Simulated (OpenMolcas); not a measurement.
# Ionisation energies of xenon

- Program: OpenMolcas
- Basis: ANO-R2 [7s6p4d2f1g]
- Scalar Hamiltonian: X2C, finite nucleus
- Spin-orbit coupling: RASSI with atomic mean-field integrals over the reference wave functions, term energies averaged over their components

Active shells in each charge state: the valence s, p shells, with orbitals averaged over the low states. Where CASPT2's correlated closed shells are named, they are those of the first ion.

A. CASSCF
B. SS-CASPT2, IPEA 0.25 Eh, imaginary shift 0.1 Eh (closed shells correlated: 4d)
C. SS-CASPT2, IPEA 0.25 Eh, imaginary shift 0.1 Eh (closed shells correlated: none)
D. SS-CASPT2, IPEA 0.25 Eh, imaginary shift 0.1 Eh (closed shells correlated: 4s 4p 4d)
E. SS-CASPT2, IPEA 0 Eh, imaginary shift 0.1 Eh (closed shells correlated: 4d)

Energies in eV between the lowest computed levels, named as in B; reference values from the NIST Atomic Spectra Database with their kind.

```json
{"From": "Xe4+ 5s2 5p2 3P0", "To": "Xe5+ 5s2 5p 2P* 1/2", "A": "53.639", "B": "54.669", "C": "54.227", "D": "54.681", "E": "54.752", "Spin-orbit share in B": "+0.344", "Reference": "54.100 (semi-empirical)"}
{"From": "Xe5+ 5s2 5p 2P* 1/2", "To": "Xe6+ 5s2 1S0", "A": "65.278", "B": "66.465", "C": "65.898", "D": "66.500", "E": "66.545", "Spin-orbit share in B": "+1.169", "Reference": "66.703 (measured)"}
{"From": "Xe6+ 5s2 1S0", "To": "Xe7+ 5s 2S 1/2", "A": "90.510", "B": "91.617", "C": "90.584", "D": "91.697", "E": "91.621", "Spin-orbit share in B": "+0.000", "Reference": "91.600 (semi-empirical)"}
{"From": "Xe7+ 5s 2S 1/2", "To": "Xe8+ 4d10 1S0", "A": "104.106", "B": "105.681", "C": "104.106", "D": "105.790", "E": "105.718", "Spin-orbit share in B": "+0.000", "Reference": "105.978 (measured)"}
```

Steps that some method lacks are left out, and so are those with a state whose active s or d shell is doubly occupied in every root (s and p with five to eight electrons, d10) over a frozen core shell of the same l, since the two then mix freely.

Error against the reference values, in %:

```
From       Reference     A     B     C     D     E
Xe4+  semi-empirical  -0.9  +1.1  +0.2  +1.1  +1.2
Xe5+        measured  -2.1  -0.4  -1.2  -0.3  -0.2
Xe6+  semi-empirical  -1.2     0  -1.1  +0.1     0
Xe7+        measured  -1.8  -0.3  -1.8  -0.2  -0.2
```

Mean absolute error over the 2 measured values: A 1.65 eV, B 0.27 eV, C 1.34 eV, D 0.20 eV, E 0.21 eV.

* marks odd parity.
